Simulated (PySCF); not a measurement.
Cl₂Pb, triplet, geometry from GFN2-xTB (such geometries of metal compounds can be far from the true shape) (the spin is typed, not shown lowest) (core potentials on Pb); PySCF with CASSCF(6,6)/def2-SVP.

The PySCF input:
```python
from pyscf import gto, scf, mcscf
import numpy

mol = gto.M(
    atom='''
Pb    0.042868   -0.046477    0.683890
Cl    0.784197    1.081641   -1.639127
Cl   -0.990974   -0.857457   -1.659635
''',
    basis='def2-svp',
    ecp={'Pb': 'def2-svp'},
    charge=0,
    spin=2,
    verbose=4,
)

mf = scf.ROHF(mol)
mf.kernel()
mc = mcscf.CASSCF(mf, 6, 6)
mc.fix_spin_(ss=2.0)
mc = mc.newton()
mc.kernel()
occ = numpy.linalg.eigvalsh(mc.fcisolver.make_rdm1(mc.ci, mc.ncas, mc.nelecas))[::-1]
ss = mc.fcisolver.spin_square(mc.ci, mc.ncas, mc.nelecas)[0]
print('natural occupations', occ.round(4), ' <S^2>', round(ss, 4))
```

Output, abridged:

```
PySCF version 2.14.0

[INPUT] verbose = 4
[INPUT] num. atoms = 3
[INPUT] num. electrons = 56
[INPUT] charge = 0
[INPUT] spin (= nelec alpha-beta = 2S) = 2
[INPUT] symmetry False subgroup None
[INPUT] Mole.unit = angstrom
[INPUT] Symbol           X                Y                Z      unit          X                Y                Z       unit  Magmom
[INPUT]  1 Pb     0.042868000000  -0.046477000000   0.683890000000 AA    0.081008779508  -0.087828801091   1.292364799329 Bohr   0.0
[INPUT]  2 Cl     0.784197000000   1.081641000000  -1.639127000000 AA    1.481917557706   2.044005255101  -3.097501113380 Bohr   0.0
[INPUT]  3 Cl    -0.990974000000  -0.857457000000  -1.659635000000 AA   -1.872669456565  -1.620358893591  -3.136255616743 Bohr   0.0

nuclear repulsion = 205.495428101478
number of shells = 26
number of NR pGTOs = 133
number of NR cGTOs = 62
basis = def2-svp
ecp = {'Pb': 'def2-svp'}

******** <class 'pyscf.scf.rohf.ROHF'> ********
method = ROHF
initial guess = minao
damping factor = 0
level_shift factor = 0
DIIS = <class 'pyscf.scf.diis.CDIIS'>
diis_start_cycle = 1
diis_space = 8
diis_damp = 0
SCF conv_tol = 1e-09
SCF conv_tol_grad = None
SCF max_cycles = 50
direct_scf = True
direct_scf_tol = 1e-13
num. doubly occ = 27  num. singly occ = 2
Set gradient conv threshold to 3.16228e-05
init E= -1086.05478096256
  HOMO = -0.577504381785392  LUMO = -0.523546770771763  gap/eV = 1.46826
cycle= 1 E= -1110.08374510272  delta_E=  -24  |g|= 1.25  |ddm|= 9.09
  HOMO = 0.0544972463224198  LUMO = 0.121722109037149  gap/eV = 1.82928
cycle= 2 E= -1110.47366743082  delta_E= -0.39  |g|= 0.544  |ddm|= 2.56
  HOMO = -0.102847929194219  LUMO = 0.0192664283937996  gap/eV = 3.32290
cycle= 3 E= -1110.54627948357  delta_E= -0.0726  |g|= 0.0384  |ddm|= 0.65
  HOMO = -0.109718866971598  LUMO = 0.0200004947264423  gap/eV = 3.52984
cycle= 4 E= -1110.54743534708  delta_E= -0.00116  |g|= 0.0118  |ddm|= 0.073
  HOMO = -0.109185226533867  LUMO = 0.0207392313074795  gap/eV = 3.53542
cycle= 5 E= -1110.54757827459  delta_E= -0.000143  |g|= 0.0033  |ddm|= 0.0286
  HOMO = -0.109036180304074  LUMO = 0.0208163835904782  gap/eV = 3.53347
cycle= 6 E= -1110.54759140031  delta_E= -1.31e-05  |g|= 0.000864  |ddm|= 0.0083
  HOMO = -0.10917486876123  LUMO = 0.0206718737603813  gap/eV = 3.53331
cycle= 7 E= -1110.54759315826  delta_E= -1.76e-06  |g|= 0.00037  |ddm|= 0.00281
  HOMO = -0.109199648436082  LUMO = 0.0206432687632718  gap/eV = 3.53321
cycle= 8 E= -1110.54759367427  delta_E= -5.16e-07  |g|= 0.000168  |ddm|= 0.00175
  HOMO = -0.109193020819916  LUMO = 0.0206474107840238  gap/eV = 3.53314
cycle= 9 E= -1110.54759379543  delta_E= -1.21e-07  |g|= 5.57e-05  |ddm|= 0.00099
  HOMO = -0.10919275250771  LUMO = 0.0206456458088872  gap/eV = 3.53308
cycle= 10 E= -1110.5475938081  delta_E= -1.27e-08  |g|= 7.62e-06  |ddm|= 0.0004
  HOMO = -0.109192475483404  LUMO = 0.0206460700065486  gap/eV = 3.53309
cycle= 11 E= -1110.54759380818  delta_E= -8.5e-11  |g|= 1.27e-06  |ddm|= 3.3e-05
  HOMO = -0.109192646295824  LUMO = 0.0206459689819285  gap/eV = 3.53309
Extra cycle  E= -1110.54759380818  delta_E= -9.09e-13  |g|= 4.15e-07  |ddm|= 2.09e-06
converged SCF energy = -1110.54759380818

******** <class 'pyscf.mcscf.newton_casscf.CASSCF'> ********
CAS (4e+2e, 6o), ncore = 25, nvir = 31
max_cycle_macro = 50
max_cycle_micro = 10
conv_tol = 1e-07
conv_tol_grad = None
orbital rotation max_stepsize = 0.03
augmented hessian ah_max_cycle = 30
augmented hessian ah_conv_tol = 1e-12
augmented hessian ah_linear dependence = 1e-14
augmented hessian ah_level shift = 1e-08
augmented hessian ah_start_tol = 500
augmented hessian ah_start_cycle = 3
augmented hessian ah_grad_trust_region = 3
kf_trust_region = 3
kf_interval = 5
natorb = False
canonicalization = True
internal_rotation = False
******** <class 'pyscf.fci.addons.SpinPenaltyFCISolver'> ********
max. cycles = 50
conv_tol = 1e-08
davidson only = True
linear dependence = 1e-12
level shift = 0.001
max iter space = 12
nroots = 1
pspace_size = 400
spin = None

WARN: SO-CASSCF (Second order CASSCF) is an experimental feature. Its performance is bad for large systems.

CASCI E = -1110.54979343529  dE = -1110.5498  S^2 = 2.0000000
Set conv_tol_grad to 0.000316228
macro 1 (19 JK  14 micro), CASSCF E = -1110.5559900927  dE = -0.006197  |grad|=0.0293  S^2 = 2.0000000
macro 2 (23 JK  18 micro), CASSCF E = -1110.55992300355  dE = -0.003933  |grad|=0.0164  S^2 = 2.0000000
macro 3 (11 JK  7 micro), CASSCF E = -1110.56224773647  dE = -0.002325  |grad|=0.00726  S^2 = 2.0000000
macro 4 (11 JK  7 micro), CASSCF E = -1110.56239211017  dE = -0.0001444  |grad|=0.00474  S^2 = 2.0000000
macro 5 (11 JK  7 micro), CASSCF E = -1110.56254287598  dE = -0.0001508  |grad|=0.0045  S^2 = 2.0000000
macro 6 (11 JK  7 micro), CASSCF E = -1110.56275174652  dE = -0.0002089  |grad|=0.00403  S^2 = 2.0000000
macro 7 (11 JK  7 micro), CASSCF E = -1110.56297377541  dE = -0.000222  |grad|=0.00331  S^2 = 2.0000000
macro 8 (11 JK  7 micro), CASSCF E = -1110.56317100226  dE = -0.0001972  |grad|=0.00248  S^2 = 2.0000000
macro 9 (11 JK  7 micro), CASSCF E = -1110.56332168087  dE = -0.0001507  |grad|=0.00168  S^2 = 2.0000000
macro 10 (11 JK  7 micro), CASSCF E = -1110.56342095044  dE = -9.927e-05  |grad|=0.000967  S^2 = 2.0000000
macro 11 (11 JK  7 micro), CASSCF E = -1110.56347115216  dE = -5.02e-05  |grad|=0.000351  S^2 = 2.0000000
macro 12 (11 JK  7 micro), CASSCF E = -1110.56347919189  dE = -8.04e-06  |grad|=0.000383  S^2 = 2.0000000
macro 13 (21 JK  16 micro), CASSCF E = -1110.5634793101  dE = -1.182e-07  |grad|=0.000113  S^2 = 2.0000000
macro 14 (8 JK  5 micro), CASSCF E = -1110.56347931119  dE = -1.091e-09  |grad|=0.000199  S^2 = 2.0000000
newton CASSCF converged in 14 macro (30 KF 151 Hx) steps
CASSCF canonicalization
Density matrix diagonal elements [1.96686987 1.99919387 0.9999958  1.00045389 0.02122652 0.01226005]
CASSCF energy = -1110.56347931119
CASCI E = -1110.56347931119  E(CI) = -9.07520520207936  S^2 = 2.0000000
natural occupations [1.9992 1.9669 1.0005 1.     0.0212 0.0122]  <S^2> 2.0
```
